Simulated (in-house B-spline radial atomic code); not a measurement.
The numbers below are computed, except where a source is named.
## Correlation energy from the adiabatic connection: −Z exp(−kr)/r, Z = 3.59, k = 1.11

Two electrons in a singlet, external potential −Z exp(−kr)/r, Z = 3.59, k = 1.11 (atomic units). Full CI in B-splines (partial waves to l = 8, correlation up to 0.6 % small) with the density held fixed gives W(λ) = <V_ee>_λ − U, and E_c is the integral of W(λ) − W(0) from 0 to 1.

```csv
λ,W(λ) − W(0) (hartree)
0,0.00000
0.02,-0.00194
0.05,-0.00483
0.12,-0.01148
0.25,-0.02354
0.4,-0.03698
0.6,-0.05415
0.8,-0.07052
1,-0.08614
```

Question: Integrate the table by the trapezoid rule.

Answer: The strips give -0.00002, -0.00010, -0.00057, -0.00228, -0.00454, -0.00911, -0.01247, -0.01567, which sum to -0.04475 hartree. The direct value, W(1) − W(0) + T_c with T_c = 0.04134, is -0.04480; the curve is convex, so chords lie above it and the trapezoids fall short in size by 0.11 %.

Question: Now use only three numbers: W(0) = -1.8341, the initial slope W'(0) = -0.09715 (extrapolated from the first points) and the strong-coupling limit of the point-charge-plus-continuum model, W∞ = -2.6223. What do second-order theory and the interpolation W(λ) = W∞ + (W(0) − W∞)/√(1 + 2χλ) of Seidl, Perdew and Levy give?

Answer: Second order keeps the slope alone: E_c = W'(0)/2 = -0.04858, +8 % in size against -0.04480. Matching the slope fixes χ = W'(0)/(W∞ − W(0)) = -0.09715/(-0.78820) = 0.12326. Integrating, with s = √(1 + 2χ) = 1.116473, E_c = −(W(0) − W∞)(s − 1)/(s + 1) = −0.78820 × 0.116473/2.116473 = -0.04338 hartree, -3.2 % in size against the full result. At λ = 1 the formula gives W − W(0) = -0.08223 against -0.08614. Part of the miss can come from the model's W∞.
